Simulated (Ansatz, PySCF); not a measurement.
Gas-phase reaction (SMILES): [F][Ge]([Cl])([Cl])[Cl] [trichloro(fluoro)germane] + [H][H] (H2) -> [Cl][GeH]([Cl])[Cl] [trichlorogermane] + F (HF); hydrogen cleaves one Ge-F bond, a model of a ligand-exchange step.

Structures are relaxed separately at B3LYP-D3(BJ)/def2-TZVP in Ansatz (a quantum-chemistry and plane-wave program). Cores are frozen in the correlated levels unless marked. No spin-orbit coupling. Frozen are the shells of the preceding noble gas and the d and f shells that filled before the atom's block. Non-relativistic. CBS marks a two-point X^-3 extrapolation of the correlation energy; Hartree-Fock from the larger set. Thermal terms are rigid-rotor harmonic-oscillator values from B3LYP-D3(BJ) frequencies (Ansatz or PySCF) at 298.15 K and 1 atm. 1 Eh = 627.5095 kcal/mol.

| species | E, CCSD(T)/CBS(def2-TZVPPD,def2-QZVPPD) (Ansatz) (Eh) | E, wB97X-V/def2-TZVPD (Ansatz) (Eh) | H - E (Eh) |
|---|---|---|---|
| [F][Ge]([Cl])([Cl])[Cl] | -3554.81638 | -3557.28202 | 0.01435 |
| [H][H] (H2) | -1.17452 | -1.17238 | 0.01336 |
| [Cl][GeH]([Cl])[Cl] | -3455.58285 | -3457.98513 | 0.01892 |
| F (HF) | -100.39266 | -100.45520 | 0.01259 |

### Question
Work out ΔE and ΔH at 298.15 K at the first level, then ΔH at the second.

### Answer

1. ΔE = [(-3455.58285) + (-100.39266)] - [(-3554.81638) + (-1.17452)] = 0.01539 Eh = 9.7 kcal/mol at CCSD(T)/CBS(def2-TZVPPD,def2-QZVPPD).
2. The terms H - E add up to 0.00380 Eh, so ΔH = (0.01539 + (0.00380))×627.5095 = 12.0 kcal/mol.
3. At wB97X-V/def2-TZVPD the same steps give ΔE = 8.8 and ΔH = 11.2 kcal/mol, a shift of -0.8 from the first level.
4. These values are not checked against measurement here, since the tables used lack a sound gas-phase enthalpy of formation for at least one species.
